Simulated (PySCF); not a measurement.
# C7H13: g tensor and hyperfine couplings

C7H13 (doublet state).
Cartesian coordinates in Å at the GFN2-xTB level; atoms count from 1:
```
atom  x, y, z in Å
C1    -1.7435   -1.8668   -0.4466
C2    -1.5198   -0.4400   -0.6293
C3    -0.8494    0.5795   -0.1878
C4    -1.0096    1.9653   -0.7597
C5     0.1685    0.4845    0.9514
C6     1.6101    0.4493    0.4416
C7     1.8973   -0.7958   -0.3870
H8    -1.3434   -2.4257   -1.2936
H9    -1.2638   -2.2405    0.4676
H10   -2.8123   -2.0755   -0.3726
H11   -1.3670    2.6491    0.0102
H12   -0.0548    2.3398   -1.1256
H13   -1.7205    1.9606   -1.5812
H14    0.0341    1.3503    1.6040
H15   -0.0271   -0.4184    1.5325
H16    1.8099    1.3390   -0.1589
H17    2.2843    0.4761    1.3022
H18    1.7446   -1.6935    0.2085
H19    2.9252   -0.7890   -0.7424
H20    1.2322   -0.8378   -1.2461
```

The hyperfine couplings belong to this conformer and change with its torsions.

As a line formula: `C/C(=[C]/C)CCC` [radical].

The calculation used UKS B3LYP, pcH-1 on C H, non-relativistic, mean-field spin-orbit, GIAO (PySCF). Geometry: GFN2-xTB, one conformer, isolated molecule. A GFN2-xTB geometry isn't a minimum of the functional, and hyperfine couplings can be far from their values at a DFT geometry. No stability test was run, so a lower SCF solution isn't excluded.

```json
{
  "g1, g2, g3": "2.00169, 2.00214, 2.00278",
  "g_iso": "2.00220",
  "Form of g": "rhombic: the two nearest values differ by 42 % of g3 − g1",
  "⟨S²⟩": "0.7583 (exact 0.7500)",
  "HOMO–LUMO gap, α and β orbitals": "6.23, 4.89 eV"
}
```

Hyperfine couplings atom by atom, in mT; T1 to T3 are the principal values of the dipolar part; ρ(0) is the spin density at the nucleus (MHz turned into mT with g_iso):

```
atom  isotope  a_iso     T1     T2    T3  Mulliken spin population  ρ(0) (bohr⁻³)
  C1      13C   0.66  -0.16  -0.14  0.30                     -0.05         0.0164
  C2      13C   9.41  -2.89  -2.17  5.06                      1.00         0.2346
  C3      13C  -0.26  -0.66   0.07  0.58                     -0.16        -0.0066
  C4      13C   2.14  -0.17  -0.15  0.32                      0.04         0.0534
  C5      13C   2.13  -0.28  -0.25  0.53                      0.07         0.0531
  C6      13C  -0.19  -0.02  -0.01  0.03                      0.00        -0.0047
  C7      13C   0.01  -0.01  -0.01  0.02                      0.00         0.0003
  H8       1H   0.56  -0.23  -0.17  0.41                      0.01         0.0035
  H9       1H   4.91  -0.20  -0.07  0.27                      0.07         0.0308
 H10       1H   1.51  -0.24  -0.20  0.44                      0.01         0.0094
 H11       1H  -0.24  -0.11  -0.07  0.18                      0.00        -0.0015
 H12       1H  -0.21  -0.10  -0.07  0.18                      0.00        -0.0013
 H13       1H  -0.11  -0.23  -0.08  0.32                      0.00        -0.0007
 H14       1H   0.10  -0.15  -0.04  0.19                      0.00         0.0006
 H15       1H  -0.21  -0.20  -0.02  0.22                      0.00        -0.0013
 H16       1H   0.05  -0.05  -0.03  0.08                      0.00         0.0003
 H17       1H   0.29  -0.04  -0.02  0.06                      0.00         0.0018
 H18       1H   0.00  -0.05  -0.04  0.09                      0.00         0.0000
 H19       1H   0.00  -0.03  -0.02  0.05                      0.00         0.0000
 H20       1H   0.02  -0.09  -0.08  0.17                      0.00         0.0001
```

The largest Mulliken spin populations are on C2 (+1.00), C3 (-0.16), C5 (+0.07) and H9 (+0.07). C2 is the only atom above +0.15. The positive populations add up to 1.22 and the negative ones to -0.22, together 2S = 1.

Axes: g1 points within 14° of the C1–C2 bond and g2 points within 11° of the C3–C5 bond.

Under fast tumbling the dipolar parts average out, and these isotropic splittings remain: 3 × 1H (H8/H9/H10, I = 1/2, 4 lines) with 2.33 mT, 3 × 1H (H11/H12/H13, I = 1/2, 4 lines) with 0.19 mT, 2 × 1H (H16/H17, I = 1/2, 3 lines) with 0.17 mT and 2 × 1H (H14/H15, I = 1/2, 3 lines) with 0.05 mT.

Nuclei that the bonding pattern makes equivalent are averaged, as if the motion that swaps them (rotation, inversion, ring flip) were fast. The three 1H nuclei of mean +65.2 MHz run from 15.8 to 137.6 MHz in the frozen geometry. The 1H value of -1.5 MHz is a mean of couplings from -5.9 to 2.9 MHz in this one geometry, not an average over conformers. The 1H value of +4.7 MHz is a mean of couplings from 1.4 to 8.0 MHz in this one geometry, not an average over conformers.

The 13C coupling of C2 (263.7 MHz) shows only in satellite lines or after enrichment, since that isotope makes up about 1.07 % of natural carbon.

The spin density at the nucleus, in bohr⁻³, is negative for C3 (-0.0066) and C6 (-0.0047), for instance. A restricted open-shell determinant has no negative spin density anywhere; here it arises because α and β orbitals differ (spin polarisation).
